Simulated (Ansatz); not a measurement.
`[SiH3][O][GaH][O][SiH3]`. The species carries charge 0 and has multiplicity 1. The geometry is a stationary point of PBE0-D4/def2-TZVP. It is one conformer, not always the lowest.

```xyz
12

Si    1.924   -0.733    0.463
O     0.709   -0.574    1.542
Ga   -1.010   -0.153    1.631
O    -1.742    0.419    0.122
Si   -1.340    0.822   -1.408
H     1.415   -1.215   -0.852
H     2.614    0.568    0.252
H     2.904   -1.720    0.987
H    -1.816   -0.276    2.935
H    -1.423   -0.365   -2.301
H    -2.282    1.862   -1.896
H     0.047    1.364   -1.475
```

Task: What is the dipole moment at r2SCAN/def2-TZVPP? (An estimate is asked.)

Result: The calculation gave: 1.22 D, with components (-0.64, -0.09, 1.03) D in this frame, pointing from negative to positive charge.

Task: And with PBE, B3LYP, ωB97M-V? (Best estimate.)

Result: Ansatz gave: PBE 1.18 D, B3LYP 1.16 D, ωB97M-V 1.24 D.

Task: Give the Mulliken charges with r2SCAN, PBE, ωB97M-V in def2-TZVPP. (Estimate.)

Result: Ansatz gave: 
| atom | r2SCAN | PBE | ωB97M-V |
| --- | --- | --- | --- |
| Si1 | 0.43 | 0.32 | 0.29 |
| O2 | -0.44 | -0.34 | -0.43 |
| Ga3 | 0.52 | 0.39 | 0.48 |
| O4 | -0.45 | -0.34 | -0.43 |
| Si5 | 0.43 | 0.33 | 0.30 |
| H6 | -0.08 | -0.06 | -0.04 |
| H7 | -0.08 | -0.07 | -0.04 |
| H8 | -0.09 | -0.07 | -0.05 |
| H9 | 0.01 | 0.03 | 0.05 |
| H10 | -0.08 | -0.07 | -0.04 |
| H11 | -0.09 | -0.07 | -0.05 |
| H12 | -0.08 | -0.06 | -0.04 |

B3LYP here is the variant with VWN-RPA as its local correlation; programs differ in this.
